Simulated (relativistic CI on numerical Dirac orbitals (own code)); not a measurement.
# Spin-allowed bands of a d2 ion in an octahedral site, by hand

Problem. Take Δ = 26150 cm⁻¹ and B = 970 cm⁻¹ for a d2 ion in an octahedral site. Calculate the three spin-allowed bands.

Working.
1. The terms of highest spin are 3F (energy 0) and 3P (15B = 14550 cm⁻¹). Here the F term splits into A2 at +1.2Δ = 31380, T2 at +0.2Δ = 5230 and T1 at −0.6Δ = -15690 cm⁻¹.
2. The two T1 states mix through the element 0.4Δ: H = [[-15690, 10460], [10460, 14550]], with roots ½(H₁₁ + H₂₂) ∓ ½√[(H₂₂ − H₁₁)² + 4H₁₂²] = ½(-1140) ∓ ½(36771) = -18955 and 17815 cm⁻¹.
3. The ground term is 3T1 at -18955 cm⁻¹.
4. Bands: 3T2 24185 cm⁻¹ (413 nm), 3T1(P) 36771 cm⁻¹ (272 nm), 3A2 50335 cm⁻¹ (199 nm).

Check. Exact diagonalisation of the whole d2 shell with these parameters gives 3T2 24185, 3T1 36771, 3A2 50335 cm⁻¹. The match is exact, since without spin-orbit coupling no other term has this spin. The ratio of the second band to the first, 1.520, depends on Δ/B = 27.0 alone, which is how a Tanabe-Sugano diagram is read.
